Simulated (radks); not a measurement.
Values are calculated unless marked as measured or tabulated.
Zr2+, 38 electrons, occupied as [Kr] 4d1.5 5s0.5 (fractional occupations, a model configuration). Code: a radial shooting solver on a logarithmic mesh with Libxc functionals. Model: Dirac Kohn-Sham, PW91, spin-unpolarised, spherical densities, point nucleus; open shells fill j = l - 1/2 first. Some entries of the table are withheld. Estimate them.

orbital,occ.,eigenvalue (eV),<r^2> (bohr^2)
1s1/2,2,-17836.43,(1)
2s1/2,2,-2485.210,0.03111
2p1/2,2,-2276.608,0.02359
2p3/2,4,-2190.704,0.02498
3s1/2,2,-420.9712,(2)
3p1/2,2,-343.3065,(3)
3p3/2,4,-329.6266,(4)
3d3/2,4,-192.6342,(5)
3d5/2,6,-190.1350,(6)
4s1/2,2,-70.7009,(7)
4p1/2,2,-49.7653,2.044
4p3/2,4,-47.9578,2.136
4d3/2,1.5,-18.6318,4.534
4d5/2,0,-18.4675,4.601
5s1/2,0.5,-16.7328,11.15

Answer. 
(1) 1s1/2 <r^2> (bohr^2): 0.001852
(2) 3s1/2 <r^2> (bohr^2): 0.2410
(3) 3p1/2 <r^2> (bohr^2): 0.2414
(4) 3p3/2 <r^2> (bohr^2): 0.2525
(5) 3d3/2 <r^2> (bohr^2): 0.2455
(6) 3d5/2 <r^2> (bohr^2): 0.2492
(7) 4s1/2 <r^2> (bohr^2): 1.655
